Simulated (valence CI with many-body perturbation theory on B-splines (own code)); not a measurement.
**Bi69+: key properties**

Calculated by valence CI with perturbative core correlation (CI+MBPT): four valence electrons over a frozen Dirac-Fock core [Ne], a basis of 11 s, 11 p, 9 d, 7 f, 5 g, 2 h, 1 i functions for each j, with the one-electron correlation potential Σ1 (screened to all orders), the two-electron term Σ2, the three-electron term Σ3, Breit, model QED; selected single and double excitations, second order for the rest (own B-spline code, finite nucleus).

The last digits are not significant, and no measured levels were compared; by estimate large intervals hold to a few tenths of a per cent, small ones and those within an open d or f shell to about a per cent.

Levels are named by their leading jj configuration (3d3/2^4 stands for four electrons in 3d with j = 3/2), which in mixed levels can hold well under half, so a name can repeat and another be missing.

Rates and lifetimes use the calculated energies. Strong lines usually hold to 10 to 20 %, long lifetimes can be off by a factor of two.

(1) What is the ground level?

(2) Name the longest-lived excited levels whose lifetime is computed, and their main decay.

(3) How well does LS coupling describe the low levels?

(4) What are the static dipole polarisabilities of the lowest levels?

(5) Where does the other parity begin?

Answers

(1) (3s^2 3p1/2^2) J=0, composition 68 % 3s2 3p2 3P + 32 % 3s2 3p2 1S.

(2) (3s^2 3p1/2 3p3/2) J=2 at 5026.1 × 10³ cm⁻¹ lives 24.0 ns, mostly by E2 to (3s^2 3p1/2^2) J=0; (3s^2 3p1/2 3p3/2) J=1 at 4941.6 × 10³ cm⁻¹ lives 708 ps, mostly by M1 to (3s^2 3p1/2^2) J=0.

(3) Among the lowest 20 levels the leading LS term, summed over configurations, holds 58 % on average. For single configurations the figures are 55 % in LS and 93 % in jj coupling. Terms mix most in the J = 2 level at 10077 × 10³ cm⁻¹, where the leading one holds 26 %.

(4) (3s^2 3p1/2^2) J=0 0.00116 bohr³, of which the core gives 2.61e-05.

(5) At (3s 3p1/2^2 3p3/2) J=2, 6591.8 × 10³ cm⁻¹.
